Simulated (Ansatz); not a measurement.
A series at Si: from `[SeH][SiH]([SeH])[SeH]`, ligands are replaced one by one, each step taking up H₂ and setting free H₂Se; n counts the steps. Ansatz, PBE0-D4/def2-TZVP geometries. Each molecule was computed in one conformer, which needn't be the lowest.

| n | molecule | HOMO energy, ωB97M-V/def2-TZVPP (eV) |
| --- | --- | --- |
| 0 | `[SeH][SiH]([SeH])[SeH]` | ? |
| 1 | `[SeH][SiH2][SeH]` | -9.15 |
| 2 | `[SiH3][SeH]` | -9.26 |
| 3 | SiH₄ | -12.14 |

By hand: fit a straight line y = ȳ + b (n − n̄) to the 3 given rows and predict n = 0.

n̄ = 2.000, ȳ = -10.183; Σ(n − n̄)(y − ȳ) = -2.990, Σ(n − n̄)² = 2.000, so b = -1.495 eV a step. Prediction: -10.183 + (-1.495) × (-2.000) = -7.19 eV.

By hand: compare with the computed value, -9.22 eV, and give the steps along the whole series.

The line misses by -2.03 eV (computed minus predicted). Steps: 0.07, -0.11, -2.88 eV.

The steps change sign along the series, so a line is a poor guide. The highest orbital can change its character along such a series. The miss is 67.9 % of the series' range.

Spin–orbit coupling is left out; it splits and shifts lone-pair levels of the heavy atoms by tenths of an eV.
